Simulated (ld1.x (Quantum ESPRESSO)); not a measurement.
**arsenic, TM: configuration errors across variants**

ld1.x (Quantum ESPRESSO) 7.5 input, shortened:

```
&input
   title='As', zed=33., rel=1, dft='PZ', iswitch=3,
   config='[Ar] 3d10 4s2 4p1.5'
 /
 &inputp
   pseudotype=2, tm=.true., lloc=2,
   nlcc=.false.
 /
3
4S  1  0   2.00   0.00  1.30  1.30  0.0
4P  2  1   1.50   0.00  1.45  1.45  0.0
3D  3  2  10.00   0.00  1.25  1.25  0.0
 &test
   configts(1)='3d10 4s2 4p1.5'
 /
```

All-electron excitation energies from the reference (eV): (1) 3d10 4s2 4p3 -17.229; (2) 3d10 4s2 4p2 -7.904; (3) 3d10 4s2 4p1 10.258; (4) 3d9 4s2 4p4 22.978; (5) 3d10 4s2 4p0 38.299; (6) 3d10 4s1 4p4 -7.747; (7) 3d10 4s2 4p3.3 -18.507; (8) 3d10 4s2 4p1.5 spin -0.455; (9) 3d10 4s2 4p3 spin -18.554.

Spin tests fill each open shell by Hund’s rule, majority spin first.

Tests that are not counted but printed errors over 1 eV. “wave 4s (bound): rc 1.30 bohr becomes 4s (bound): rc 0.96 bohr”: 3d10 4s2 4p3.3 (pseudo-atom not self-consistent, printed error -2316 eV).

1 further variants failed, have other tests or too few solved ones, and are left out.

A true bound ghost makes a file unfit for plane-wave use even where its test errors are small: the radial tests pick states by their node count and pass the ghost by. Where a test does run into it, the solver fails or the error is huge.

Errors AE − PS in meV (a dash: test not solved or not reliable):

```tsv
change	(1)	(2)	(3)	(4)	(5)	(6)	(7)	(8)	(9)	bound ghosts
base	+5.7	+1.7	-0.5	-474	+7.8	+1.7	+6.5	+9.7	+27	s, p
wave 4s (bound): rc 1.30 bohr becomes 4s (bound): rc 0.96 bohr	+3.1	+1.2	-1.2	-538	-2.1	+1.3	–	+9.5	+24	s, p
wave 4s (bound): rc 1.30 bohr becomes 4s (bound): rc 1.10 bohr	+4.6	+1.5	-0.8	-485	+3.7	-2.4	+5.1	+9.7	+26	s, p
wave 4s (bound): rc 1.30 bohr becomes 4s (bound): rc 1.40 bohr	+5.8	+1.6	-0.5	-482	+7.9	+2.4	+6.6	+9.6	+27	s, p
wave 4s (bound): rc 1.30 bohr becomes 4s (bound): rc 1.52 bohr	+5.8	+1.7	-0.4	-487	+7.7	+2.9	+6.6	+9.6	+27	s, p
wave 4s (bound): rc 1.30 bohr becomes 4s (bound): rc 1.66 bohr	+5.9	+1.7	-0.4	-485	+7.9	+2.7	+6.7	+9.7	+27	s, p
wave 4s (bound): rc 1.30 bohr becomes 4s (bound): rc 1.82 bohr	+6.2	+1.8	-0.3	-474	+9.7	+1.5	+7.1	+10.0	+28	s, p
wave 4s (bound): rc 1.30 bohr becomes 4s (bound): rc 1.96 bohr	+7.0	+2.0	-0.1	-458	+13	-0.2	+8.0	+11	+30	s, p
```

Q: Give the same row for: wave 4s (bound): rc 1.30 bohr becomes 4s (bound): rc 1.26 bohr.

A: +5.6, +1.7, -0.5, -472, +7.6, +1.3, +6.4, +9.8, +27; bound ghosts: s, p.
